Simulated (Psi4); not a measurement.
C₂H, doublet, geometry from GFN2-xTB; BLYP/6-31G run with Psi4.

Psi4 was given this input:
```
memory 2 GB

molecule {
0 2
C    -0.00000000   -0.00000000   -0.46866096
C     0.00000000    0.00000000    0.72327087
H    -0.00000000   -0.00000000   -1.52765945
}

set {
  basis 6-31g
  reference uks
  dft_nuclear_scheme becke
}

energy('blyp')
print_variables()
```

Problem. What does Psi4 print? Leave out banner, timings and long lists.

Solution. 
```
   => Loading Basis Set <=

    Name: 6-31G
    Role: ORBITAL
    Keyword: BASIS

         ---------------------------------------------------------
                                   SCF
               by Justin Turney, Rob Parrish, Andy Simmonett
                          and Daniel G. A. Smith
                              UKS Reference
         ---------------------------------------------------------

  ==> Geometry <==

    Molecular point group: c2v
    Full point group: C_inf_v

    Geometry (in Angstrom), charge = 0, multiplicity = 2:

       Center              X                  Y                   Z               Mass
    ------------   -----------------  -----------------  -----------------  -----------------
         C            0.000000000000     0.000000000000    -0.529270208650    12.000000000000
         C            0.000000000000     0.000000000000     0.662661621350    12.000000000000
         H            0.000000000000     0.000000000000    -1.588268698650     1.007825032230

  Running in c2v symmetry.

  Rotational constants: A = ************  B =      1.50874  C =      1.50874 [cm^-1]
  Rotational constants: A = ************  B =  45230.93128  C =  45230.93128 [MHz]
  Nuclear repulsion =   20.391507554061143

  Charge       = 0
  Multiplicity = 2
  Electrons    = 13
  Nalpha       = 7
  Nbeta        = 6

  ==> Algorithm <==

  SCF Algorithm Type is DF.
  DIIS enabled.
  MOM disabled.
  Fractional occupation disabled.
  Guess Type is SAD.
  Energy threshold   = 1.00e-06
  Density threshold  = 1.00e-06
  Integral threshold = 1.00e-12

  ==> Primary Basis <==

  Basis Set: 6-31G
    Blend: 6-31G
    Number of shells: 12
    Number of basis functions: 20
    Number of Cartesian functions: 20
    Spherical Harmonics?: false
    Max angular momentum: 1

  ==> DFT Potential <==

   => LibXC <=

    Version 7.1.2
    S. Lehtola, C. Steigemann, M. J. T. Oliveira, and M. A. L. Marques,  SoftwareX 7, 1–5 (2018) (10.1016/j.softx.2017.11.002)

   => Composite Functional: BLYP <=

    BLYP GGA Exchange-Correlation Functional

    P.J. Stephens et. al., J. Phys. Chem., 98, 11623-11627, 1994
    B. Miehlich et. al., Chem. Phys. Lett., 157(3), 200-206 1989

    Deriv               =              1
    GGA                 =           TRUE
    Meta                =          FALSE

    Exchange Hybrid     =          FALSE
    MP2 Hybrid          =          FALSE

   => Exchange Functionals <=

    1.0000     XC_GGA_X_B88

   => Correlation Functionals <=

    1.0000     XC_GGA_C_LYP

   => LibXC Density Thresholds  <==

    XC_GGA_C_LYP:  1.00E-14
    XC_GGA_X_B88:  1.00E-15

   => Molecular Quadrature <=

    Radial Scheme          =       TREUTLER
    Pruning Scheme         =           NONE
    Nuclear Scheme         =          BECKE

    Blocking Scheme        =         OCTREE
    BS radius alpha        =              1
    Pruning alpha          =              1
    Radial Points          =             75
    Spherical Points       =            302
    Total Points           =          64042
    Total Blocks           =            549
    Max Points             =            256
    Max Functions          =             20
    Weights Tolerance      =       1.00E-15

   => Loading Basis Set <=

    Name: (6-31G AUX)
    Role: JKFIT
    Keyword: DF_BASIS_SCF

  ==> Integral Setup <==

  SCF_SUBTYPE=INCORE selected. In-core MEM_DF algorithm will be used.
  Using in-core AOs.

  ==> MemDFJK: Density-Fitted J/K Matrices <==

    J tasked:                   Yes
    K tasked:                    No
    wK tasked:                   No
    Algorithm:                 Core
    Schwarz Cutoff:           1E-12
    Mask sparsity (%):       0.0000
    Fitting Condition:        1E-10

   => Auxiliary Basis Set <=

  Basis Set: (6-31G AUX)
    Blend: CC-PVDZ-JKFIT
    Number of shells: 57
    Number of basis functions: 187
    Number of Cartesian functions: 187
    Spherical Harmonics?: false
    Max angular momentum: 3

[...]
             A1    A2    B1    B2
    DOCC [     5,    0,    0,    1 ]
    SOCC [     0,    0,    1,    0 ]
    NA   [     5,    0,    1,    1 ]
    NB   [     5,    0,    0,    1 ]

   @DF-UKS iter   1:   -76.40588863792547   -2.15304e-01   3.82118e-02 DIIS/ADIIS
    Occupation by irrep:
             A1    A2    B1    B2
    DOCC [     4,    0,    1,    1 ]
    SOCC [     1,    0,    0,    0 ]
    NA   [     5,    0,    1,    1 ]
    NB   [     4,    0,    1,    1 ]

   @DF-UKS iter   2:   -76.02998495023905    3.75904e-01   6.25379e-02 DIIS/ADIIS
   @DF-UKS iter   3:   -76.49859340301336   -4.68608e-01   2.33037e-02 DIIS/ADIIS
   @DF-UKS iter   4:   -76.55825196895830   -5.96586e-02   5.62197e-03 DIIS/ADIIS
   @DF-UKS iter   5:   -76.56171533806399   -3.46337e-03   5.06598e-04 DIIS/ADIIS
   @DF-UKS iter   6:   -76.56174486436453   -2.95263e-05   2.08042e-04 DIIS/ADIIS
   @DF-UKS iter   7:   -76.56175220081745   -7.33645e-06   2.74491e-05 DIIS
   @DF-UKS iter   8:   -76.56175272353963   -5.22722e-07   4.34623e-06 DIIS
   @DF-UKS iter   9:   -76.56175272980043   -6.26081e-09   3.71087e-06 DIIS
   @DF-UKS iter  10:   -76.56175273139974   -1.59930e-09   4.67079e-07 DIIS
  Energy and wave function converged.

  ==> Post-Iterations <==

   Electrons on quadrature grid:
      Nalpha   =    6.9999998341 ; deviation = -1.659e-07
      Nbeta    =    5.9999998448 ; deviation = -1.552e-07
      Ntotal   =   12.9999996790 ; deviation = -3.210e-07

   @Spin Contamination Metric:   1.540603745E-02
   @S^2 Expected:                7.500000000E-01
   @S^2 Observed:                7.654060375E-01
   @S   Expected:                5.000000000E-01
   @S   Observed:                5.000000000E-01

    Orbital Energies [Eh]
    ---------------------

    Alpha Occupied:

[...]
       1B2    -0.264975

    Alpha Virtual:

[...]
      12A1     1.240746

    Beta Occupied:

[...]
    Beta Virtual:

[...]
    Final Occupation by Irrep:
             A1    A2    B1    B2
    DOCC [     4,    0,    1,    1 ]
    SOCC [     1,    0,    0,    0 ]
    NA   [     5,    0,    1,    1 ]
    NB   [     4,    0,    1,    1 ]

  @DF-UKS Final Energy:   -76.56175273139974

   => Energetics <=

    Nuclear Repulsion Energy =             20.3915075540611426
    One-Electron Energy =                -142.3964794033015551
    Two-Electron Energy =                  56.5257353503392892
    DFT Exchange-Correlation Energy =     -11.0825162324986266
    Empirical Dispersion Energy =           0.0000000000000000
    VV10 Nonlocal Energy =                  0.0000000000000000
    Total Energy =                        -76.5617527313997357

  UHF NO Occupations:
  HONO-2 :    1 B1 1.9962049
  HONO-1 :    1 B2 1.9962049
  HONO-0 :    5 A1 1.0000000
  LUNO+0 :    2 B2 0.0037951
  LUNO+1 :    2 B1 0.0037951
  LUNO+2 :    6 A1 0.0000700
  LUNO+3 :    7 A1 0.0000571

Computation Completed

Properties will be evaluated at   0.000000,   0.000000,   0.000000 [a0]

Properties computed using the SCF density matrix

 Multipole Moments:

 ------------------------------------------------------------------------------------
     Multipole            Electronic (a.u.)      Nuclear  (a.u.)        Total (a.u.)
 ------------------------------------------------------------------------------------

 L = 1.  Multiply by 2.5417464519 to convert [e a0] to [Debye]
 Dipole X            :          0.0000000            0.0000000            0.0000000
 Dipole Y            :          0.0000000            0.0000000            0.0000000
 Dipole Z            :          1.1979513           -1.4889534           -0.2910021
 Magnitude           :                                                    0.2910021

 ------------------------------------------------------------------------------------

  Variable Map:
  ----------------------------------------------------------------------------
[...]
  Array Variable Map:
  ----------------------------------------------------------------------------
[...]
[...]
```
